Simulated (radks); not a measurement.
Values are calculated unless marked as measured or tabulated.
The platinum anion Pt2-, [Hg], held by a Watson sphere: a shell of charge +2 at radius R that stands for the Madelung well of a crystal (potential energy -2/R inside, -2/r outside, in hartree with lengths in bohr). Code: a radial shooting solver on a logarithmic mesh with Libxc functionals. Model: scalar-relativistic Kohn-Sham, LB94 model potential, spin-unpolarised, spherical densities, point nucleus. Response by self-consistent Sternheimer equations with the Hartree and adiabatic LDA kernel, the relativistic mass of each level held fixed and spin-orbit coupling left out. The sphere does not respond.

R (bohr)  e(5p) (eV)  e(6s) (eV)  e(5d) (eV)  <r> 5d (bohr)  sum of <r^2> (bohr^2)  X-ray form factor at sin(theta)/lambda = 0.2 1/angstrom  alpha (bohr^3)
2.74         -60.094     -11.252     -10.565          1.765                  76.22                                                   66.404           45.01
3            -59.467     -10.703      -9.863          1.783                  78.28                                                   66.360           50.41
3.02         -59.421     -10.660      -9.812          1.784                  78.43                                                   66.357           50.85
4.25         -56.955      -8.162      -7.150          1.831                  86.65                                                   66.317           83.57
5.19         -55.527      -6.663      -5.676          1.847                  91.59                                                   66.333           116.2
5.22         -55.487      -6.621      -5.635          1.848                  91.74                                                   66.333           117.4
5.24         -55.461      -6.594      -5.608          1.848                  91.83                                                   66.333           118.2
6.64         -53.911      -4.974      -4.038          1.862                  97.76                                                   66.347           182.5
